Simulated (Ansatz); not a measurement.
Cost and result up the ladder for (AgSH)2 ring (Ag₂H₂S₂) (6 atoms). The state is a singlet with charge 0. Geometry: PBE-D4/def2-SVP.

```tsv
atom	x (Å)	y (Å)	z (Å)
Ag1	0.656	1.191	0.216
S2	-0.081	0.429	-2.105
Ag3	-0.652	-1.193	-0.219
S4	0.079	-0.427	2.103
H5	-1.279	1.081	-2.078
H6	1.276	-1.081	2.083
```

Ansatz on 4 threads of Arm Neoverse V2 on a shared host. Times are rough, and most runs start from the orbitals of an earlier one. ωB97X-V/def2-TZVP serves as the yardstick here, not as an exact answer. Differences are given only for rows in sets of like size (and for xTB, whose basis is part of the method), since another set adds its own error. Binding counts from free atoms at the same level (Ag doublet, S triplet, H doublet; other spins of the atoms weren't run), without zero-point energy or a counterpoise term.

In the def2 sets Ag takes a core potential; there is no spin–orbit coupling. LC-ωPBE has ω = 0.4 bohr⁻¹. Correlated methods freeze 10 core orbitals; core or outer-core shells of Ag are correlated, in sets that lack core-valence functions.

Correlated methods converge slowly with the basis.

```csv
level,functions,binding energy per atom (eV),difference from ωB97X-V/def2-TZVP (eV)
ωB97X-V/def2-TZVP,166,2.45,0.00
CCSD(T)/def2-TZVP,166,2.31,-0.14
PBE-D4/def2-TZVP,166,2.45,0.00
BHLYP-D4/def2-TZVP,166,2.28,-0.17
PBE-D4/def2-SVP,108,2.45,–
HF/def2-TZVP,166,1.53,-0.92
B97M-V/def2-TZVP,166,2.42,-0.03
PBE0-D4/def2-SVP,108,2.39,–
BLYP-D4/def2-TZVP,166,2.35,-0.10
LC-ωPBE/def2-TZVP,166,2.36,-0.09
r2SCAN-D4/def2-TZVP (with forces),166,2.45,0.00
PBE0-D4/def2-TZVP,166,2.38,-0.06
```

**Question.** Estimate how long each takes.

**Answer.** PBE-D4/def2-SVP 1.1 s; HF/def2-TZVP 1.2 s; PBE-D4/def2-TZVP 1.6 s; PBE0-D4/def2-SVP 1.6 s; BLYP-D4/def2-TZVP 1.8 s; LC-ωPBE/def2-TZVP 1.9 s; PBE0-D4/def2-TZVP 2 s; BHLYP-D4/def2-TZVP 2.4 s; r2SCAN-D4/def2-TZVP (with forces) 4 s; ωB97X-V/def2-TZVP 6 s; B97M-V/def2-TZVP 7.5 s; CCSD(T)/def2-TZVP 84 s. On shared hardware such times vary by a factor of up to 3.
